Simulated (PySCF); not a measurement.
## Worked example: dipole moment from atomic charges

Si(CCH)(H)3 (C₂H₄Si), SMILES C#C[SiH3]. Atoms are numbered in the order given.

```xyz
7

Si     0.0000     0.0000    -1.0595
C      0.0000     0.0000     0.7655
C      0.0000     0.0000     1.9744
H      1.2087     0.6979    -1.5489
H      0.0000    -1.3957    -1.5489
H     -1.2087     0.6979    -1.5489
H      0.0000     0.0000     3.0397
```

Geometry optimised at TPSSh-D3(BJ)/def2-TZVP.

Charges (e) from PBE/def2-TZVPD in PySCF:

```
atom  ESP fit     IAO
----  -------  ------
Si1     0.183   0.599
C2     -0.008  -0.322
C3     -0.394  -0.183
H4     -0.028  -0.100
H5     -0.028  -0.100
H6     -0.028  -0.100
H7      0.304   0.206
```

The dipole moment of the full density is 0.36 D.

What dipole moment does each set of point charges give, and which comes closer to that of the density?


μ = Σ q r, and 1 e Å = 4.8032 D.
ESP fit: Σ q r = (0.000, 0.000, 0.076) e Å, |μ| = 0.37 D.
IAO: Σ q r = (0.000, 0.000, -0.152) e Å, |μ| = 0.73 D.
ESP fit comes closer in size. Point charges leave out the atoms' own dipoles (lone pairs, polarised bonds); fits to the potential absorb them, partitions of the density don't.
